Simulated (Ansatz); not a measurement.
CH₇AsOSi (`CO[AsH][SiH3]`), relaxed with RKS PBE0-D4/def2-TZVP in Ansatz from a PBE-D4/def2-SVP geometry. The force threshold is 0.005 eV/Å; the program also tests the step.

The species carries charge 0 and has multiplicity 1.

Start:

```xyz
11

C    -1.917    0.412   -0.948
O    -0.903    0.284    0.028
As    0.795    0.743   -0.540
Si    1.747   -0.402    1.336
H    -2.892    0.267   -0.435
H    -1.837   -0.357   -1.756
H    -1.934    1.417   -1.436
H     1.069   -0.500   -1.447
H     1.413    0.372    2.580
H     1.213   -1.801    1.450
H     3.244   -0.435    1.169
```

| step | energy (eV) | largest force (eV/Å) | largest move (Å) |
| --- | --- | --- | --- |
| 1 | -71904.0784 | 0.681 | 0.000 |
| 2 | -71904.1249 | 0.312 | 0.060 |
| 3 | -71904.1308 | 0.098 | 0.039 |
| 4 | -71904.1328 | 0.049 | 0.020 |
| 5 | -71904.1333 | 0.014 | 0.012 |
| 6 | -71904.1339 | 0.063 | 0.044 |
| 7 | -71904.1340 | 0.110 | 0.102 |
| 8 | -71904.1348 | 0.028 | 0.032 |
| 9 | -71904.1350 | 0.012 | 0.009 |
| 10 | -71904.1352 | 0.006 | 0.017 |
| 11 | -71904.1352 | 0.012 | 0.019 |
| 12 | -71904.1352 | 0.016 | 0.014 |
| 13 | -71904.1353 | 0.009 | 0.003 |
| 14 | -71904.1353 | 0.010 | 0.009 |
| 15 | -71904.1353 | 0.002 | 0.004 |
| 16 | -71904.1353 | 0.004 | 0.011 |
| 17 | -71904.1353 | 0.006 | 0.006 |
| 18 | -71904.1353 | 0.002 | 0.001 |

End:

```xyz
11

C    -1.935    0.431   -0.971
O    -0.918    0.106   -0.051
As    0.744    0.629   -0.538
Si    1.750   -0.384    1.357
H    -2.891    0.210   -0.491
H    -1.860   -0.168   -1.888
H    -1.921    1.493   -1.248
H     1.096   -0.589   -1.410
H     1.460    0.441    2.556
H     1.254   -1.768    1.564
H     3.219   -0.400    1.120
```

It took 2.6 min on 2 threads of a server CPU on a shared host, with 0.59 GiB of host memory at the peak.
